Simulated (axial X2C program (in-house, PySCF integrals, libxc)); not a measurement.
HTiF: properties at the nuclei

Calculated with an in-house all-electron X2C program for linear molecules (integrals from PySCF): two-component X2C with atomic mean-field Coulomb and Gaunt terms, Gaussian nuclei, basis H dyall-v3z, Ti dyall-v3z, F dyall-av3z with contracted cores.

H–Ti–F held linear, with bonds 1.811 and 1.826 Å (near the PBE0 minimum at charge 0 of the determinant lowest at the starting distance; the state shown can have its own minimum elsewhere, held linear; other orders of the atoms were not compared).

Input and command:
```json
{"zs": [1, 22, 9], "q": 0, "bas": ["dyall-v3z", "dyall-v3z", "dyall-av3z"], "r0": [1.68, 2.0], "symm": 0, "scan": ["PBE0", "HF", "PBE"], "levels": ["PBE0", "HF", "TPSSh"], "nst": 2}
```
```bash
python solin.py task.json out
```

Keys: zs atomic numbers; q charge; bas basis sets; r0 starting distance in Å; symm equal bonds; scan levels of the two-bond scan; levels methods; nst determinants followed.

Determinant lowest in the PBE0 search, Ω = 1 (⟨Sz⟩ = -1.00, ⟨Lz⟩ = 2.00 at PBE0), spin on the atoms H 0.02, Ti -1.01, F 0.00:

```json
{"level": "PBE0", "Eeff magnitude (GV/cm)": "0.159", "Ws magnitude Ti (kHz)": "0.054", "A∥/gI H (MHz)": "6.1", "qzz H (a.u.)": "0.06", "A∥/gI Ti (MHz)": "-195", "qzz Ti (a.u.)": "-2.35", "A∥/gI F (MHz)": "-5.93", "qzz F (a.u.)": "-0.20", "μ (D)": "0.00"}
{"level": "HF", "Eeff magnitude (GV/cm)": "0.166", "Ws magnitude Ti (kHz)": "0.0544", "A∥/gI H (MHz)": "11", "qzz H (a.u.)": "0.07", "A∥/gI Ti (MHz)": "-142", "qzz Ti (a.u.)": "-2.65", "A∥/gI F (MHz)": "4.94", "qzz F (a.u.)": "-0.14", "μ (D)": "-0.38"}
{"level": "TPSSh", "Eeff magnitude (GV/cm)": "0.162", "Ws magnitude Ti (kHz)": "0.0554", "A∥/gI H (MHz)": "5.75", "qzz H (a.u.)": "0.06", "A∥/gI Ti (MHz)": "-185", "qzz Ti (a.u.)": "-2.35", "A∥/gI F (MHz)": "-6.52", "qzz F (a.u.)": "-0.24", "μ (D)": "0.18"}
```

Determinant 0.03 eV from it at PBE0 and this distance, Ω = 3 (⟨Sz⟩ = 1.00, ⟨Lz⟩ = 2.00 at PBE0), spin on the atoms H -0.02, Ti 1.01, F 0.00:

```csv
level,Eeff magnitude (GV/cm),Ws magnitude Ti (kHz),A∥/gI H (MHz),qzz H (a.u.),A∥/gI Ti (MHz),qzz Ti (a.u.),A∥/gI F (MHz),qzz F (a.u.),μ (D)
PBE0,0.159,0.0179,0.759,0.06,309,-2.35,3.49,-0.20,0.00
HF,0.164,0.018,-0.84,0.07,279,-2.65,-1.13,-0.14,-0.38
TPSSh,0.161,0.0184,0.859,0.06,306,-2.36,4.38,-0.24,0.18
```

Eeff is the effective electric field on the electron electric dipole moment in this Ω state and Ws the scalar–pseudoscalar constant of the nucleus named (defined with the proton number Z and per Ω); A∥ (defined per Ω) follows by multiplying with gI = μI/(I μN); qzz is the electric field gradient, eQq0 = 234.96 MHz × Q/barn × qzz; μ is positive if the F end (last atom) is positive. The operators were transformed with the bare-nucleus X2C matrices; with these basis sets, hyperfine constants and field gradients can be off by tens of per cent, and where levels differ in sign neither size nor sign is settled.

Task: With gI(1H) = 5.5857, gI(47Ti) = -0.3154, Q(47Ti) = 0.302 barn (g factors from the IAEA table of nuclear moments by Stone; Q from Pyykkö, Mol. Phys. 2018), turn the PBE0 values of the first state into constants in MHz.

Result: A∥(1H) = 6.1 × 5.5857 = 34.1 MHz; A∥(47Ti) = -195 × -0.3154 = 61.5 MHz; eQq0(47Ti) = 234.96 × (0.302) × (-2.35) = -167 MHz.

The molecule was held linear; bending was not examined, so a bent shape may lie lower.

Each state is one determinant with collinear spin, which with several unpaired electrons need not be a pure state. Unrestricted Hartree–Fock can overshoot spin polarisation at the nuclei. With several open shells hyperfine constants can be off by a factor of several. Open-shell Ω = 0 determinants with evenly filled partner blocks cannot be reached by this program, so the Ω shown need not be the lowest component. The search compared states at one distance, so a state with another bond length can lie lower. PBE0 term energies can be off by some tenths of an eV.
